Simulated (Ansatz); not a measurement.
C2H10FHfN3, SMILES `C[N](C)[Hf]([NH2])([NH2])[F]`, 17 atoms. Total charge 0; spin multiplicity 1. Correlated methods include outer-core shells of Hf, which these sets cover unevenly. Hf: def2 effective core potential. All runs use 2 threads of an AMD EPYC 7R13 on a shared host and a share of an NVIDIA H100 80 GB. Correlated methods freeze the cores. Open-shell runs search over several starts.

Q: Give the basis size and wall time and peak host memory of each of these runs in Ansatz. RHF-MP2/def2-QZVPP energy; RHF-CCSD(T)/def2-SVP energy; UKS B2PLYP (frozen core)/def2-TZVPP energy of the cation; RKS ωB97M-V/def2-QZVPP energy; RKS ωB97M-V/def2-SVP energy; RKS PBE0-D4/def2-QZVPP energy; UKS B3LYP-D4/def2-TZVPP energy of the cation; UKS PBE0-D4/def2-TZVPP energy of the cation; RKS PBE-QIDH (frozen core)/def2-TZVPP energy; UKS ωB97M-V/def2-TZVPP energy of the cation; RKS PBE0-D4/def2-TZVP relaxation (19 steps); RKS B2PLYP (frozen core)/def2-TZVPP energy. (Estimate.)

A: Ansatz gave: Other jobs shared the machine, so times are rough.

```csv
level,job,functions,wall time,peak host memory (GiB)
RKS ωB97M-V/def2-SVP,energy,166,4.3 s,0.96
RKS PBE-QIDH (frozen core)/def2-TZVPP,energy,382,4.9 s,1.8
RHF-CCSD(T)/def2-SVP,energy,166,4.9 s,0.81
RKS B2PLYP (frozen core)/def2-TZVPP,energy,382,5.5 s,1.8
RKS PBE0-D4/def2-QZVPP,energy,723,5.5 s,1.3
UKS PBE0-D4/def2-TZVPP,energy of the cation,382,7.5 s,1
RHF-MP2/def2-QZVPP,energy,723,7.5 s,1.4
RKS ωB97M-V/def2-QZVPP,energy,723,10 s,1.4
UKS B3LYP-D4/def2-TZVPP,energy of the cation,382,11 s,1
UKS B2PLYP (frozen core)/def2-TZVPP,energy of the cation,382,11 s,1.8
UKS ωB97M-V/def2-TZVPP,energy of the cation,382,12 s,1.3
RKS PBE0-D4/def2-TZVP,relaxation (19 steps),286,47 s,0.95
```

B3LYP here is the variant with VWN-RPA as its local correlation; programs differ in this.
